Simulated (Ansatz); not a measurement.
(HGaSe)4 cubane (Ga₄H₄Se₄) was relaxed with PBE-D4 (def2-SVP) in Ansatz in these states: charge +1 doublet, charge -1 doublet, neutral singlet. The geometries follow in no particular order.

A:

```tsv
atom	x (Å)	y (Å)	z (Å)
Ga1	-0.8389	-1.3181	-1.3367
H2	-1.7841	-2.0996	-2.3433
Se3	1.4468	-2.0057	-0.9867
Ga4	1.5695	1.4715	-1.0362
H5	1.7981	3.0904	-1.1783
Se6	-0.9154	1.1694	-1.6937
Ga7	-1.1430	1.1324	0.7739
H8	-2.1160	2.1951	1.4310
Se9	-1.6285	-1.2895	1.0823
Ga10	0.9121	-1.3401	1.2681
H11	1.4755	-2.1491	2.5117
Se12	1.2240	1.1434	1.5078
```

B:

```xyz
12

Ga   -1.625   -1.102   -0.274
H    -2.910   -1.974   -0.491
Se   -0.915    0.473   -2.089
Ga   -0.481    1.921   -0.091
H    -0.861    3.440   -0.164
Se   -1.559    0.490    1.659
Ga    0.779   -0.403    1.778
H     1.394   -0.721    3.184
Se    0.565   -2.257    0.107
Ga    1.327   -0.417   -1.412
H     2.377   -0.746   -2.530
Se    1.909    1.294    0.323
```

C:

```
atom   x (Å)   y (Å)   z (Å)
 Ga1   0.868   0.106  -1.959
  H2   1.633   0.314  -3.296
 Se3   2.137  -0.414   0.185
 Ga4   0.740   1.083   1.696
  H5   1.419   1.943   2.799
 Se6   0.151   2.107  -0.558
 Ga7  -1.850   0.561  -0.216
  H8  -3.237   1.239  -0.443
 Se9  -1.092  -1.347  -1.650
Ga10   0.072  -1.877   0.504
 H11   0.379  -3.351   0.911
Se12  -1.220  -0.363   2.027
```

Q: Judge from the bond lengths which geometry belongs to which state (an estimate).

A: A is the charge -1 doublet (Se3–Ga4 3.480 Å, Se3–Ga10 2.411 Å, Ga1–Se3 2.412 Å); B is the neutral singlet (Se3–Ga4 2.505 Å, Se3–Ga10 2.505 Å, Ga1–Se3 2.505 Å); C is the charge +1 doublet (Se3–Ga4 2.545 Å, Se3–Ga10 2.551 Å, Ga1–Se3 2.545 Å).
